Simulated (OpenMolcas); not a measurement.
An atom or ion with 45 electrons was computed by SS-CASPT2, IPEA 0.25 Eh, imaginary shift 0.1 Eh with spin-orbit coupling (OpenMolcas, ANO-RCC-VTZP, DKH2). The lowest levels that the run gave, each within 12 % of the measured value where one is at hand:

```tsv
J	Parity	E (cm⁻¹)	g
5/2	even	0.0	1.200
3/2	even	4630	0.800
9/2	even	62070	1.333
7/2	even	64400	1.227
5/2	even	66700	1.030
3/2	even	67870	0.439
7/2	even	69820	1.152
5/2	even	72340	1.049
5/2	even	75150	1.340
3/2	even	76260	1.257
1/2	even	78510	2.659
3/2	even	78740	1.334
```

Question: Which ion is it, and what are the configurations and terms?

Answer: Ag²⁺ (Z = 47, charge +2; active space 9 electrons in 6 orbitals (4d 5s)). J, parity and g give the terms where levels are pure, and mixed ones are named by the computed weights; the size of the splittings, set against known spectra of the 45-electron sequence, gives the charge. In order, with the measured energies in cm⁻¹ (Moore, Atomic Energy Levels, vol. III, NSRDS-NBS 35 (1971 reprint of NBS Circular 467, 1958)): 4d⁹ ²D_5/2, 4d⁹ ²D_3/2 (4607), 4d⁸ 5s ⁴F_9/2 (63250), 4d⁸ 5s ⁴F_7/2 (65764), 4d⁸ 5s ⁴F_5/2 (68145), 4d⁸ 5s ⁴F_3/2 (69351), 4d⁸ 5s ²F_7/2 (71691), 4d⁸ 5s ²F_5/2 [60 %] (73934), 4d⁸ 5s ⁴P_5/2 [61 %] (76406), 4d⁸ 5s ⁴P_3/2 [45 %], 4d⁸ 5s ⁴P_1/2, 4d⁸ 5s ⁴P_3/2 [54 %].

Term energies are means over components that CASPT2 splits; among the terms shown or strongly mixed into the levels shown the widest spread is 590 cm-1 (4d⁸ 5s ⁴F). A single d shell beside an s shell can misplace configurations of different d count against each other. Computed and measured levels are paired by configuration, term and J; levels that our copy of the source lacks, or whose pairing is in doubt (as where it misses far off the trend of its configuration), stay unpaired and out of the deviations. Levels of configurations outside the active space are missing.

A share in square brackets marks a mixed level and gives the weight of the term that names it.
